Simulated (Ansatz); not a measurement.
`NCBF` and `COBCN` differ in one atom or group.

Ansatz, PBE0-D4/def2-TZVP geometries, multiplicity 1. Each molecule was computed in one conformer, which needn't be the lowest.

```json
{"property": "HOMO–LUMO gap (PBE0/def2-TZVPP) / eV", "`NCBF`": "6.53"}
{"property": "HOMO energy (PBE0/def2-TZVPP) / eV", "`NCBF`": "-6.97"}
{"property": "HOMO–LUMO gap (ωB97M-V/def2-TZVPP) / eV", "`NCBF`": "10.89"}
{"property": "size of the dipole moment (B3LYP/def2-TZVPP) / D", "`NCBF`": "1.80"}
{"property": "HOMO energy (B3LYP/def2-TZVPP) / eV", "`NCBF`": "-6.73"}
{"property": "LUMO energy (ωB97M-V/def2-TZVPP) / eV", "`NCBF`": "1.51"}
```

(1) What does the change do to each property? (Best estimate.)

Answers

(1) The calculation gave: 
| property | `COBCN` | shift |
| --- | --- | --- |
| HOMO–LUMO gap (PBE0/def2-TZVPP) / eV | 6.69 | 0.16 |
| HOMO energy (PBE0/def2-TZVPP) / eV | -6.61 | 0.36 |
| HOMO–LUMO gap (ωB97M-V/def2-TZVPP) / eV | 10.96 | 0.07 |
| size of the dipole moment (B3LYP/def2-TZVPP) / D | 1.60 | -0.20 |
| HOMO energy (B3LYP/def2-TZVPP) / eV | -6.37 | 0.36 |
| LUMO energy (ωB97M-V/def2-TZVPP) / eV | 1.94 | 0.43 |

With PBE0 the HOMO rises by 0.36 eV and the LUMO rises by 0.53 eV, so the gap widens by about 0.17 eV. PBE moves the HOMO by 0.37 eV and ωB97M-V by 0.36 eV. Dipoles are sizes alone; their direction can turn.

B3LYP here is the variant with VWN-RPA as its local correlation; programs differ in this.
